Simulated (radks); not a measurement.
The numbers below are computed, except where a source is named.
Initial-state core-level shifts of the osmium ion Os3+ when its valence configuration changes from [Xe] 4f14 5d5. Level of theory: scalar-relativistic Kohn-Sham, r2SCAN, spin-unpolarised, spherical densities, finite nucleus; meta-GGA in the generalised Kohn-Sham scheme; Fermi nuclear charge, rms radius 5.4126 fm (a radial shooting solver on a logarithmic mesh with Libxc functionals). Shifts are changes of the shell-averaged eigenvalues in eV (positive: less bound); the change of the density at the nucleus, which sets a Mossbauer isomer shift, is in e/bohr^3, on a base of 1.788e+06.

4f14 5d4 6p1: 2s -5.711; 3s -5.647; 3p -5.647; 4d -5.610; density at nucleus +17.2
4f14 5d4.5 6s0.5: 2s -2.094; 3s -2.061; 3p -2.060; 4d -2.044; density at nucleus +94.8
4f13 5d4 6p2: 2s -24.300; 3s -25.741; 3p -25.721; 4d -23.027; density at nucleus +140.4
4f12 5d5 6p2: 2s -37.665; 3s -40.808; 3p -40.764; 4d -35.083; density at nucleus +249.6
4f13 5d4.5 6s0.5 6p1: 2s -20.586; 3s -22.068; 3p -22.047; 4d -19.394; density at nucleus +223.3
4f12 5d5 6s2: 2s -34.734; 3s -37.858; 3p -37.814; 4d -32.142; density at nucleus +648.1
4f14 5d4 6s1: 2s -4.218; 3s -4.147; 3p -4.146; 4d -4.112; density at nucleus +193.5
4f12 5d4.5 6s1.5 6p1: 2s -38.587; 3s -41.667; 3p -41.623; 4d -35.895; density at nucleus +565.6
4f11 5d4.5 6s1.5 6p2: 2s -58.992; 3s -63.758; 3p -63.686; 4d -54.429; density at nucleus +733.2
